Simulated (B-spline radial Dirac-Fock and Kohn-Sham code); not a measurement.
Level of theory: Dirac-Fock (average of configuration) total-energy differences with a finite nucleus, the Breit interaction including its frequency dependence, and self-energy and vacuum-polarisation corrections; a radial atomic solver. Free neutral atoms.

**Question.** Order these X-ray lines by photon energy, lowest first.
A. Gd Mζ2
B. Sr Lγ5
C. Kr Lγ3
D. Ho Mζ2
E. Dy Mζ2
F. W Mζ1

**Answer.** A (905.7 eV), E (991.5 eV), D (1036.0 eV), F (1378.7 eV), C (1917.7 eV), B (1966.0 eV).

Values without a named source are computed, but for edge energies of neutral atoms, which are taken from tables.
